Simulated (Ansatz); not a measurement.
C6H18B2O2 (`CC[B@H-]1[O+](C)[B@@H-](CC)[O+]1C`), relaxed with RKS PBE0-D4/def2-TZVP in the Gaussian-basis code of Ansatz from a PBE-D4/def2-SVP geometry. The force threshold is 0.005 eV/Å; the program also tests the step.

Charge 0, multiplicity 1.

Start:

```xyz
28

C     2.171    1.359   -0.961
C     1.697    1.757    0.442
B     0.497    0.890    1.028
O     0.722   -0.658    0.910
C     1.039   -1.430    2.063
B    -0.653   -0.832    0.186
C    -0.547   -1.603   -1.202
C    -1.829   -1.518   -2.042
O    -0.708    0.729    0.037
C    -1.921    1.439    0.280
H     1.345    1.432   -1.698
H     2.522    0.307   -0.981
H     3.003    1.994   -1.330
H     2.542    1.709    1.167
H     1.385    2.827    0.458
H     0.082    1.170    2.155
H     2.023   -1.101    2.449
H     0.267   -1.303    2.851
H     1.100   -2.496    1.769
H    -1.515   -1.203    0.986
H     0.317   -1.212   -1.783
H    -0.311   -2.672   -0.989
H    -1.766   -2.104   -2.982
H    -2.712   -1.892   -1.480
H    -2.051   -0.469   -2.335
H    -2.322    1.204    1.288
H    -1.715    2.524    0.204
H    -2.660    1.151   -0.491
```

By how much does the energy fall, and how many steps does the optimiser take? (Best estimate.)

The calculation gave: 0.11 eV, in 7 steps.

Which bonds change most? (Best estimate.)

The calculation gave: B3–H16 from 1.233 to 1.214 Å; B6–H20 from 1.234 to 1.215 Å; C5–H18 from 1.111 to 1.093 Å; C10–H26 from 1.110 to 1.093 Å.

Give the relaxed structure. (An estimate is asked.)

The calculation gave: 
```xyz
28

C     2.184    1.387   -0.938
C     1.690    1.752    0.458
B     0.495    0.874    1.006
O     0.722   -0.655    0.879
C     1.022   -1.420    2.031
B    -0.645   -0.820    0.173
C    -0.560   -1.607   -1.195
C    -1.850   -1.541   -2.008
O    -0.689    0.724    0.014
C    -1.890    1.431    0.265
H     1.383    1.480   -1.676
H     2.535    0.353   -0.975
H     3.008    2.027   -1.264
H     2.518    1.692    1.177
H     1.381    2.806    0.484
H     0.072    1.135    2.113
H     1.991   -1.102    2.416
H     0.253   -1.278    2.796
H     1.072   -2.471    1.746
H    -1.491   -1.171    0.971
H     0.276   -1.226   -1.794
H    -0.323   -2.657   -0.978
H    -1.792   -2.134   -2.924
H    -2.704   -1.909   -1.431
H    -2.078   -0.513   -2.308
H    -2.274    1.190    1.259
H    -1.682    2.499    0.196
H    -2.622    1.153   -0.493
```
